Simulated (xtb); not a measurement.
AlN (SMILES [N]=[Al]), triplet, at a GFN2-xTB geometry (such geometries of metal compounds can be far from the true shape). Base run: xtb with GFN2-xTB.

Geometry (Å):
```xyz
2

Al     0.0000     0.0000    -0.5973
N      0.0000     0.0000     1.1093
```
Charge 0, spin multiplicity 3.
All else is at xtb's defaults.
Base energy -3.80230 Eh.

The base run was repeated with changes; each row names its change, and settings that it needs were set with it.

| change | ΔE vs base (kcal/mol) | dipole (D) | G_solv (kcal/mol) | SCF cycles |
|---|---|---|---|---|
| base | 0.000 | 3.63 | - | 13 |
| acc = 1000 | 0.070 | 3.62 | - | 7 |
| gbsa = toluene | -4.28 | 3.92 | -4.49 | 12 |
| etemp = 1000 | -1.93 | 3.63 | - | 13 |
| alpb = ch2cl2 | -5.19 | 3.95 | -5.44 | 12 |

ALPB and GBSA are two models with their own fitted parameters for each solvent, which aren't always the measured dielectric constant.
